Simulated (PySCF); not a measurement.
CHCl, SMILES [CH]Cl (connectivity only; charge and spin as stated), neutral, multiplicity 1. Atoms are numbered in the order given.

```xyz
3

C     -0.1771    -1.1678     0.0000
Cl     0.0111     0.5020     0.0000
H      0.8742    -1.5278     0.0000
```
Charge 0, spin multiplicity 1.

Geometry: PBE0-D3(BJ)/def2-TZVPD. The isomer is the one that the SMILES or the coordinates give; other isomers of the formula were not compared.

These are TDDFT-ωB97X/def2-TZVPD in PySCF 2.14.0 values and carry that method's errors.

Vertical excitations.  State labels are in the subgroup Cs.

Computed excitation energies, oscillator strengths and character:
```json
[
 {"state": "S1", "symmetry": "A\"", "energy (eV)": "1.75", "λ (nm)": "708", "f": "0.002", "main pairs": "HOMO→LUMO 102 %"},
 {"state": "S2", "symmetry": "A\"", "energy (eV)": "5.60", "λ (nm)": "221", "f": "0.003", "main pairs": "HOMO−1→LUMO 99 %"},
 {"state": "S3", "symmetry": "A'", "energy (eV)": "6.17", "λ (nm)": "201", "f": "0.020", "main pairs": "HOMO→LUMO+2 66 %"},
 {"state": "S4", "symmetry": "A'", "energy (eV)": "6.91", "λ (nm)": "180", "f": "0.028", "main pairs": "HOMO−2→LUMO 49 %, HOMO→LUMO+1 20 %, HOMO→LUMO+2 16 %, HOMO→LUMO+5 9 %"},
 {"state": "S5", "symmetry": "A'", "energy (eV)": "7.20", "λ (nm)": "172", "f": "0.131", "main pairs": "HOMO→LUMO+1 40 %, HOMO−2→LUMO 36 %, HOMO→LUMO+5 13 %"},
 {"state": "S6", "symmetry": "A\"", "energy (eV)": "7.44", "λ (nm)": "167", "f": "0.000", "main pairs": "HOMO−3→LUMO 98 %"},
 {"state": "S7", "symmetry": "A'", "energy (eV)": "8.02", "λ (nm)": "155", "f": "0.034", "main pairs": "HOMO→LUMO+4 78 %"},
 {"state": "S8", "symmetry": "A\"", "energy (eV)": "8.04", "λ (nm)": "154", "f": "0.012", "main pairs": "HOMO→LUMO+3 97 %"},
 {"state": "S9", "symmetry": "A'", "energy (eV)": "8.79", "λ (nm)": "141", "f": "0.085", "main pairs": "HOMO→LUMO+6 56 %, HOMO→LUMO+1 14 %, HOMO→LUMO+5 9 %"},
 {"state": "S10", "symmetry": "A'", "energy (eV)": "8.98", "λ (nm)": "138", "f": "0.039", "main pairs": "HOMO→LUMO+5 55 %, HOMO→LUMO+6 17 %, HOMO→LUMO+1 15 %"},
 {"state": "T1", "symmetry": "A\"", "energy (eV)": "0.53", "λ (nm)": "2332", "f": "0", "main pairs": "HOMO→LUMO 95 %"},
 {"state": "T2", "symmetry": "A\"", "energy (eV)": "4.96", "λ (nm)": "250", "f": "0", "main pairs": "HOMO−1→LUMO 94 %"},
 {"state": "T3", "symmetry": "A'", "energy (eV)": "5.18", "λ (nm)": "239", "f": "0", "main pairs": "HOMO−2→LUMO 98 %"},
 {"state": "T4", "symmetry": "A'", "energy (eV)": "5.71", "λ (nm)": "217", "f": "0", "main pairs": "HOMO→LUMO+2 46 %, HOMO→LUMO+5 18 %, HOMO→LUMO+6 12 %, HOMO→LUMO+1 11 %"}
]
```
Triplets are in the Tamm–Dancoff approximation, which puts them higher than full response would, so one can lie above its singlet here.
